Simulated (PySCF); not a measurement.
Species: C₃H₈NOSi (doublet state).
Atom-mapped SMILES: `[CH2:1][CH2:2][C:3](=[O:4])[SiH2:5][NH2:6]` (hydrogens: H7, H8 on C1; H9, H10 on C2; H11, H12 on Si5; H13, H14 on N6)

Cartesian coordinates in Å at the GFN2-xTB level; atoms count from 1:
```
atom  x, y, z in Å
C1    -2.670   -0.408    0.056
C2    -1.468    0.169    0.642
C3    -0.131   -0.291    0.012
O4    -0.036   -1.181   -0.790
Si5    1.426    0.682    0.596
N6     2.705   -0.396    0.244
H7    -3.070    0.003   -0.851
H8    -2.964   -1.407    0.318
H9    -1.455    1.260    0.573
H10   -1.356   -0.105    1.696
H11    1.364    0.896    2.041
H12    1.401    1.968   -0.115
H13    2.582   -1.067   -0.499
H14    3.669   -0.124    0.335
```

The hyperfine couplings belong to this conformer and change with its torsions.

The calculation used UKS B3LYP, pcH-1 on C H N O Si, non-relativistic, mean-field spin-orbit, GIAO in PySCF. One conformer (not necessarily the lowest) at the GFN2-xTB geometry, without solvent, vibrations or thermal averaging. The geometry wasn't refined by DFT: couplings that depend on bond lengths, twists or pyramidal angles can differ widely from those at the functional's own minimum. The SCF solution wasn't tested for stability.

Largest spin populations (Mulliken): C1 (+1.07) and C2 (-0.09). C1 is the only atom above +0.15. The angles at C1 add up to 356.9°, so it is nearly planar; its axial dipolar tensor and the negative couplings of its protons fit spin in a p orbital normal to that plane.

Q: McConnell's relation a(H) = Q·ρ ties the coupling of a proton on a planar π carbon to the spin population of that carbon. What Q do the computed values give?

A: 
| H | C | ρ(C) | a(H) (G) | a/ρ (G) |
| --- | --- | --- | --- | --- |
| H7 | C1 | +1.066 | -20.13 | -18.9 |
| H8 | C1 | +1.066 | -20.33 | -19.1 |

These protons share one ρ (within 0.01), so their mean ratio, Q = -19.0 G, is no test of linearity. In every row coupling and population have opposite signs.

Q: List the C–H protons on four-coordinate carbons next to a three-coordinate spin centre, with their couplings and θ (C–H bond against the normal to the plane of the centre's neighbours, projected along the bond that joins the two).

A: 
| β H | on | centre | θ (°) | cos²θ | a (G) |
| --- | --- | --- | --- | --- | --- |
| H9 | C2 | C1 | 61 | 0.24 | +12.81 |
| H10 | C2 | C1 | 61 | 0.23 | +14.07 |

Couplings in gauss use g_iso = 2.0026.
